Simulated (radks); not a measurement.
Q: The mean radii <r> (bohr) of the occupied orbitals of an atom or ion are listed with their occupations. All-electron calculation, scalar-relativistic Kohn-Sham, revPBE, spin-unpolarised, spherical densities, point nucleus. Program: a radial shooting solver on a logarithmic mesh with Libxc functionals.

| orbital | occ. | <r> |
|---|---|---|
| 1s | 2 | 0.02905 |
| 2s | 2 | 0.1255 |
| 2p | 6 | 0.1096 |
| 3s | 2 | 0.3393 |
| 3p | 6 | 0.3376 |
| 3d | 10 | 0.3145 |
| 4s | 2 | 0.8180 |
| 4p | 6 | 0.8835 |
| 4d | 10 | 1.068 |

Name the element and its charge.

A: Z = 50, tin, charge +4: Sn4+ in [Kr] 4d10. The 1s radius gives Z: for a bare nucleus <r> = (2 gamma + 1)/(2Z) with gamma = sqrt(1 - (Z/c)^2), 0.02862 bohr for Z = 50, and screening makes it slightly larger (0.02905 here). The occupations add up to 46, and the charge is Z minus that.
